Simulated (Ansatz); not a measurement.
Start from `C[Se][AlH][Br]` and change one atom or group to get `C[Se][AlH][BH]S`.

Ansatz, PBE0-D4/def2-TZVP geometries, multiplicity 1. Each molecule was computed in one conformer, which needn't be the lowest.

Scalar relativity is left out up to krypton. Spin–orbit coupling is left out; it splits and shifts lone-pair levels of the heavy atoms by tenths of an eV.

```json
{"property": "LUMO energy (B3LYP/def2-TZVPP) / eV", "`C[Se][AlH][Br]`": "-1.43"}
{"property": "size of the dipole moment (B3LYP/def2-TZVPP) / D", "`C[Se][AlH][Br]`": "1.02"}
{"property": "LUMO energy (ωB97M-V/def2-TZVPP) / eV", "`C[Se][AlH][Br]`": "0.37"}
{"property": "size of the dipole moment (ωB97M-V/def2-TZVPP) / D", "`C[Se][AlH][Br]`": "0.91"}
{"property": "HOMO energy (PBE/def2-TZVPP) / eV", "`C[Se][AlH][Br]`": "-6.03"}
{"property": "HOMO–LUMO gap (PBE0/def2-TZVPP) / eV", "`C[Se][AlH][Br]`": "5.84"}
```

**Question.** What does the change do to each property? (An estimate is asked.)

**Answer.** The calculation gave: 
```tsv
property	`C[Se][AlH][BH]S`	shift
LUMO energy (B3LYP/def2-TZVPP) / eV	-2.27	-0.84
size of the dipole moment (B3LYP/def2-TZVPP) / D	1.50	0.48
LUMO energy (ωB97M-V/def2-TZVPP) / eV	-0.30	-0.67
size of the dipole moment (ωB97M-V/def2-TZVPP) / D	1.49	0.58
HOMO energy (PBE/def2-TZVPP) / eV	-5.81	0.22
HOMO–LUMO gap (PBE0/def2-TZVPP) / eV	4.72	-1.12
```

With PBE0 the HOMO rises by 0.25 eV and the LUMO falls by 0.87 eV, so the gap narrows by about 1.12 eV. PBE moves the HOMO by 0.22 eV and ωB97M-V by 0.26 eV. Dipoles are sizes alone; their direction can turn.

Positive LUMOs are unbound, so they and the gaps depend on the basis.

B3LYP here is the variant with VWN-RPA as its local correlation; programs differ in this.
